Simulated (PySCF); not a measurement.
Computed IR spectrum (relative IR intensity) of a molecule C4H2ClF. Geometry optimised at PBE-D3(BJ)/def2-SVP. The values are those of a single conformer. All values below come from PBE-D3(BJ)/def2-SVP run with PySCF 2.14.0. Frequencies are harmonic and unscaled.

Lines under 2 % of the strongest are left out, and lines within 2 cm⁻¹ are merged.

| ν (cm⁻¹) | relative intensity |
|---|---|
| 234 | 3.6 |
| 274 | 7.1 |
| 416 | 2.1 |
| 566 | 3.9 |
| 606 | 27 |
| 678 | 23 |
| 760 | 17 |
| 802 | 12 |
| 1027 | 100 |
| 1187 | 91 |
| 1302 | 7.6 |
| 1645 | 36 |
| 2150 | 4.5 |
| 3146 | 2.8 |
| 3406 | 72 |

### Question
Identify the compound among the candidates.
A. C#C/C(Cl)=C\F
B. C#C/C(F)=C\Cl
C. C#C/C=C(\F)Cl

### Answer
A, C#C/C(Cl)=C\F
